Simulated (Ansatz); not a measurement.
Start from `NC#[C][GeH3]` and change one atom or group to get `NC#C[SeH]`.

Ansatz, PBE0-D4/def2-TZVP geometries, multiplicity 1. Each molecule was computed in one conformer, which needn't be the lowest.

Scalar relativity is left out up to krypton.

```json
{"property": "HOMO–LUMO gap (ωB97M-V/def2-TZVPP) / eV", "`NC#[C][GeH3]`": "10.79"}
{"property": "HOMO energy (ωB97M-V/def2-TZVPP) / eV", "`NC#[C][GeH3]`": "-8.68"}
{"property": "HOMO energy (PBE0/def2-TZVPP) / eV", "`NC#[C][GeH3]`": "-6.50"}
{"property": "HOMO energy (B3LYP/def2-TZVPP) / eV", "`NC#[C][GeH3]`": "-6.27"}
{"property": "ideal-gas entropy at 298 K and 1 bar (rigid rotor, harmonic PBE0-D4/def2-TZVP) / J/(mol·K)", "`NC#[C][GeH3]`": "344"}
{"property": "size of the dipole moment (B3LYP/def2-TZVPP) / D", "`NC#[C][GeH3]`": "2.35"}
```

What does the change do to each property? (Best estimate.)

Ansatz gave: 
| property | `NC#C[SeH]` | shift |
| --- | --- | --- |
| HOMO–LUMO gap (ωB97M-V/def2-TZVPP) / eV | 10.46 | -0.33 |
| HOMO energy (ωB97M-V/def2-TZVPP) / eV | -8.43 | 0.25 |
| HOMO energy (PBE0/def2-TZVPP) / eV | -6.33 | 0.17 |
| HOMO energy (B3LYP/def2-TZVPP) / eV | -6.11 | 0.16 |
| ideal-gas entropy at 298 K and 1 bar (rigid rotor, harmonic PBE0-D4/def2-TZVP) / J/(mol·K) | 313 | -31 |
| size of the dipole moment (B3LYP/def2-TZVPP) / D | 2.13 | -0.22 |

With PBE0 the HOMO rises by 0.17 eV and the LUMO falls by 0.30 eV, so the gap narrows by about 0.47 eV. PBE moves the HOMO by 0.07 eV and ωB97M-V by 0.25 eV. The zero-point energy changes by -40.4 kJ/mol with -6 modes. Dipoles are sizes alone; their direction can turn. Modes under 60 cm⁻¹, often nearly free rotors, make the harmonic entropy too high.

B3LYP here is the variant with VWN-RPA as its local correlation; programs differ in this.

Spin–orbit coupling is left out; it splits and shifts lone-pair levels of the heavy atoms by tenths of an eV.
